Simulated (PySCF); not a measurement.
C5H6O2, SMILES O1C(=CC)OC=C1.

Coordinates come from a B3LYP-D3(BJ)/def2-SVP optimisation.

Two levels are set side by side: TDA-PBE/def2-SVPD (PySCF) and TDA-CAM-B3LYP/def2-SVPD (PySCF). Vertical, same geometry. The lowest singlet is HOMO→LUMO 91 % with PBE and HOMO→LUMO 84 % with the other functional; states are paired by order. Differences are taken from unrounded values.

| quantity | TDA-CAM-B3LYP |
|---|---|
| lowest singlet excitation (eV) | 5.29 |
| lowest triplet excitation (TDA) (eV) | 3.67 |
| first bright state (f over 0.05) (eV) | 5.45 |
| its oscillator strength | 0.05 |

Question: What does TDA-PBE give, and how far is it from TDA-CAM-B3LYP? (The exact figures need the calculation; the answer reports its results.)

Answer: 
```
quantity                               TDA-PBE  TDA-PBE minus TDA-CAM-B3LYP
-------------------------------------  -------  ---------------------------
lowest singlet excitation (eV)            4.22                        -1.07
lowest triplet excitation (TDA) (eV)      3.33                        -0.34
first bright state (f over 0.05) (eV)     6.18                         0.73
its oscillator strength                   0.39                         0.33
```

A lower first singlet is the usual sign of a functional without exact exchange. Differences between two approximate levels are no errors against the true value.

Rough cost on one machine, each run with all the roots and properties that it gave: TDA-CAM-B3LYP against TDA-PBE about 4 times.
